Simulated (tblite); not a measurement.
Record of a relaxation.

C6H9O2 (doublet state).
Numbering: `[CH2:1]=[CH:2][CH2:3][CH2:4][CH2:5][C:6]([O:7])=[O:8]` (hydrogens: H9, H10 on C1; H11 on C2; H12, H13 on C3; H14, H15 on C4; H16, H17 on C5)
Bond orders are those of one Lewis drawing.

Computed with GFN2-xTB (tblite), gas phase: L-BFGS steps from a force-field or distance-geometry start until the largest atomic force falls under 0.01 eV/Å. 9 of its 185 geometries are shown.

Step 0: E = -691.7691 eV, largest atomic force 7.296 eV/Å
```
atom  x, y, z in Å  |  force x, y, z in eV/Å
C1     -1.988    1.128    0.229   -1.308   0.107  -0.833
C2     -1.616   -0.137    0.163    1.073  -0.131   0.850
C3     -0.397   -0.644    0.943   -3.123  -0.124   0.472
C4      0.615   -1.189    0.011    1.225  -2.027   0.859
C5      1.107   -0.194   -0.961   -0.279  -0.115  -2.563
C6      1.741    0.935   -0.281    3.270   6.470   0.827
O7      2.220    1.987   -1.076   -2.082  -4.387   2.207
O8      1.916    1.059    0.957   -0.788  -0.993  -2.568
H9     -1.480    1.882    0.820   -0.262  -0.209  -0.301
H10    -2.894    1.370   -0.371    0.862   0.404   0.720
H11    -2.156   -0.857   -0.430    0.040  -0.058  -0.098
H12    -0.824   -1.459    1.603    0.706   0.636  -0.378
H13    -0.116    0.201    1.583    0.612  -0.445  -0.173
H14     0.224   -2.077   -0.568    0.295   0.715   0.647
H15     1.485   -1.518    0.650   -0.643  -0.066  -0.665
H16     1.885   -0.624   -1.639   -0.404   0.209   0.334
H17     0.272    0.148   -1.644    0.805   0.014   0.663
```

Step 23: E = -693.4480 eV, largest atomic force 0.028 eV/Å
```
atom  x, y, z in Å  |  force x, y, z in eV/Å
C1     -2.037    1.113    0.196    0.000   0.001  -0.001
C2     -1.646   -0.147    0.176   -0.008   0.020  -0.014
C3     -0.481   -0.677    0.950   -0.004   0.003   0.004
C4      0.625   -1.220    0.039   -0.005   0.010   0.003
C5      1.106   -0.235   -0.978   -0.016  -0.011   0.001
C6      1.886    1.178   -0.262    0.009  -0.014   0.002
O7      2.157    1.898   -1.174    0.008   0.006  -0.007
O8      1.946    1.053    0.921    0.006  -0.005  -0.005
H9     -1.529    1.853    0.791    0.018   0.007   0.011
H10    -2.882    1.461   -0.373   -0.015  -0.004  -0.012
H11    -2.176   -0.871   -0.431    0.006  -0.027  -0.001
H12    -0.819   -1.481    1.609    0.009  -0.019  -0.005
H13    -0.055    0.114    1.568   -0.002   0.002   0.011
H14     0.233   -2.072   -0.533    0.003   0.008   0.014
H15     1.456   -1.584    0.648   -0.004   0.006  -0.009
H16     1.903   -0.607   -1.615   -0.011   0.012   0.009
H17     0.306    0.236   -1.541    0.007   0.007  -0.001
```

Step 46: E = -693.4493 eV, largest atomic force 0.017 eV/Å
```
atom  x, y, z in Å  |  force x, y, z in eV/Å
C1     -2.042    1.107    0.185    0.001   0.005  -0.004
C2     -1.654   -0.154    0.179   -0.003   0.000   0.003
C3     -0.487   -0.679    0.956   -0.001  -0.005  -0.008
C4      0.623   -1.208    0.043    0.006  -0.002  -0.002
C5      1.092   -0.223   -0.978    0.006   0.004   0.000
C6      1.913    1.171   -0.264   -0.005   0.000   0.001
O7      2.188    1.891   -1.174    0.002  -0.006   0.001
O8      1.984    1.035    0.917    0.002   0.000   0.003
H9     -1.534    1.851    0.776    0.010  -0.001  -0.001
H10    -2.884    1.452   -0.391   -0.010  -0.008   0.002
H11    -2.183   -0.885   -0.421    0.010  -0.005   0.001
H12    -0.818   -1.494    1.605   -0.005   0.010   0.007
H13    -0.071    0.111    1.584   -0.003  -0.008  -0.012
H14     0.244   -2.068   -0.525   -0.016   0.005   0.005
H15     1.459   -1.560    0.649    0.005   0.000   0.003
H16     1.872   -0.600   -1.632    0.002   0.006  -0.007
H17     0.290    0.266   -1.522    0.000   0.004   0.008
```

Step 69: E = -693.4504 eV, largest atomic force 0.024 eV/Å
```
atom  x, y, z in Å  |  force x, y, z in eV/Å
C1     -2.058    1.087    0.164   -0.006  -0.008   0.008
C2     -1.666   -0.173    0.189    0.011   0.009  -0.009
C3     -0.484   -0.669    0.961    0.005  -0.006  -0.011
C4      0.616   -1.199    0.036    0.005   0.008  -0.005
C5      1.081   -0.200   -0.974   -0.006  -0.003  -0.006
C6      1.955    1.157   -0.247    0.015  -0.019  -0.002
O7      2.268    1.866   -1.153   -0.002  -0.003   0.000
O8      2.010    1.013    0.934   -0.007   0.008  -0.001
H9     -1.543    1.846    0.729   -0.007   0.004  -0.009
H10    -2.909    1.412   -0.410   -0.002   0.000   0.005
H11    -2.193   -0.924   -0.388   -0.006   0.005   0.014
H12    -0.795   -1.476    1.630   -0.002   0.008   0.002
H13    -0.067    0.138    1.567   -0.008  -0.017   0.002
H14     0.222   -2.049   -0.538    0.011   0.009   0.008
H15     1.456   -1.565    0.630   -0.007  -0.004  -0.004
H16     1.826   -0.579   -1.666    0.000   0.009   0.011
H17     0.273    0.326   -1.474    0.005   0.000  -0.003
```

Step 92: E = -693.4516 eV, largest atomic force 0.032 eV/Å
```
atom  x, y, z in Å  |  force x, y, z in eV/Å
C1     -2.088    1.065    0.149   -0.010  -0.001   0.012
C2     -1.688   -0.192    0.209    0.001   0.001  -0.001
C3     -0.481   -0.659    0.959    0.000  -0.003   0.002
C4      0.610   -1.183    0.021    0.001   0.000  -0.002
C5      1.083   -0.173   -0.974   -0.001   0.005  -0.003
C6      2.010    1.139   -0.233   -0.007   0.013  -0.015
O7      2.400    1.815   -1.135   -0.002  -0.028   0.016
O8      2.006    1.017    0.952   -0.002   0.002  -0.008
H9     -1.560    1.852    0.662    0.005  -0.010   0.000
H10    -2.965    1.361   -0.402    0.006   0.004  -0.008
H11    -2.238   -0.964   -0.315    0.004   0.003   0.000
H12    -0.767   -1.464    1.641   -0.004   0.000   0.004
H13    -0.065    0.157    1.551    0.000   0.004  -0.002
H14     0.207   -2.022   -0.564    0.006   0.003  -0.003
H15     1.447   -1.569    0.607    0.001   0.006  -0.008
H16     1.800   -0.557   -1.692    0.004   0.002   0.006
H17     0.283    0.391   -1.444   -0.002  -0.001   0.009
```

Step 115: E = -693.4337 eV, largest atomic force 1.508 eV/Å
```
atom  x, y, z in Å  |  force x, y, z in eV/Å
C1     -2.107    1.022    0.151    0.001   0.007  -0.026
C2     -1.705   -0.232    0.234    0.005  -0.020   0.008
C3     -0.477   -0.674    0.965    0.032  -0.008  -0.015
C4      0.611   -1.151    0.000    0.019  -0.018   0.019
C5      1.050   -0.099   -0.973    0.071   0.091   0.067
C6      2.067    1.098   -0.236    0.243   0.351   0.211
O7      2.827    1.475   -1.103   -0.803  -0.361   1.150
O8      1.749    1.264    0.923    0.503  -0.100  -1.418
H9     -1.566    1.820    0.632   -0.002   0.004   0.028
H10    -2.990    1.307   -0.396   -0.008  -0.004   0.000
H11    -2.255   -1.021   -0.265   -0.029   0.006   0.006
H12    -0.723   -1.492    1.648   -0.012   0.014  -0.024
H13    -0.073    0.153    1.552   -0.003   0.005  -0.014
H14     0.236   -1.993   -0.599   -0.013   0.047   0.026
H15     1.460   -1.531    0.574    0.031   0.009  -0.049
H16     1.648   -0.477   -1.797    0.018   0.002   0.044
H17     0.243    0.542   -1.319   -0.054  -0.024  -0.012
```

Step 138: E = -693.4694 eV, largest atomic force 0.075 eV/Å
```
atom  x, y, z in Å  |  force x, y, z in eV/Å
C1     -2.088    1.036    0.196   -0.016  -0.020   0.012
C2     -1.686   -0.221    0.235   -0.008   0.000   0.001
C3     -0.463   -0.686    0.959    0.016  -0.008   0.000
C4      0.620   -1.158   -0.012    0.035  -0.002   0.015
C5      1.044   -0.112   -0.997    0.005  -0.005   0.005
C6      2.014    1.121   -0.250    0.014   0.018  -0.006
O7      2.920    1.358   -0.995   -0.046  -0.046   0.037
O8      1.539    1.440    0.800    0.007   0.007  -0.003
H9     -1.550    1.812    0.714   -0.012  -0.001  -0.011
H10    -2.972    1.334   -0.342    0.002   0.025  -0.006
H11    -2.232   -0.993   -0.293   -0.031   0.006  -0.003
H12    -0.723   -1.508    1.631    0.011  -0.023  -0.015
H13    -0.054    0.129    1.559   -0.010   0.021  -0.025
H14     0.245   -2.005   -0.605   -0.022   0.033   0.022
H15     1.478   -1.532    0.552    0.057  -0.008  -0.014
H16     1.685   -0.487   -1.788   -0.027  -0.004   0.000
H17     0.216    0.484   -1.375    0.024   0.005  -0.010
```

Step 161: E = -693.4849 eV, largest atomic force 0.040 eV/Å
```
atom  x, y, z in Å  |  force x, y, z in eV/Å
C1     -2.150    0.961    0.193    0.001   0.003  -0.008
C2     -1.713   -0.280    0.297    0.001  -0.004  -0.007
C3     -0.419   -0.659    0.950   -0.010   0.006   0.004
C4      0.618   -1.104   -0.084    0.000   0.000   0.010
C5      1.010   -0.013   -1.032    0.004   0.004   0.000
C6      2.083    1.058   -0.188   -0.004   0.002   0.010
O7      3.173    0.924   -0.661   -0.018   0.009   0.014
O8      1.472    1.651    0.652    0.012  -0.008  -0.037
H9     -1.594    1.788    0.603   -0.002  -0.006   0.002
H10    -3.078    1.202   -0.298    0.006  -0.002   0.010
H11    -2.283   -1.101   -0.122   -0.001   0.001   0.004
H12    -0.587   -1.474    1.658   -0.005   0.002  -0.004
H13    -0.024    0.202    1.493    0.003  -0.003   0.007
H14     0.202   -1.922   -0.686   -0.003   0.004  -0.008
H15     1.504   -1.506    0.415    0.011  -0.015   0.007
H16     1.593   -0.352   -1.881    0.010  -0.008  -0.011
H17     0.186    0.636   -1.318   -0.006   0.015   0.005
```

Step 184: E = -693.4862 eV, largest atomic force 0.006 eV/Å
```
atom  x, y, z in Å  |  force x, y, z in eV/Å
C1     -2.138    0.968    0.222    0.002  -0.004   0.000
C2     -1.702   -0.276    0.299    0.001  -0.001   0.003
C3     -0.409   -0.668    0.946    0.005  -0.002  -0.002
C4      0.625   -1.109   -0.094    0.000   0.001   0.000
C5      1.008   -0.019   -1.047   -0.002  -0.005   0.003
C6      2.050    1.075   -0.193    0.001   0.000  -0.006
O7      3.170    0.878   -0.564   -0.004   0.000   0.004
O8      1.393    1.740    0.552    0.000  -0.001   0.002
H9     -1.578    1.784    0.648    0.002   0.004   0.000
H10    -3.067    1.220   -0.260   -0.001   0.003  -0.001
H11    -2.273   -1.088   -0.135   -0.001  -0.003   0.000
H12    -0.581   -1.490    1.644    0.003   0.002  -0.002
H13    -0.009    0.183    1.500   -0.003  -0.001  -0.001
H14     0.203   -1.927   -0.695    0.003   0.004   0.000
H15     1.515   -1.513    0.398   -0.004   0.001   0.001
H16     1.612   -0.355   -1.884    0.000  -0.001   0.001
H17     0.176    0.611   -1.348   -0.003   0.002  -0.001
```

**Question.** Summarise the path.

**Answer.** The energy falls by 39.60 kcal/mol from step 0 to step 184; nine tenths of that is first reached at step 3. It rises by more than 0.2 meV at steps 2, 107, 112, 115, 118, 121 and 124. The largest force goes from 7.296 to 0.006 eV/Å. Among the bonds C5–C6 changes most, from 1.463 to 1.736 Å; the atoms move by 0.515 Å rms after alignment.

The cost below is that of the whole relaxation. Time: 0.88 s of wall time. Hardware: Arm Neoverse V2, one thread, no GPU (shared host).
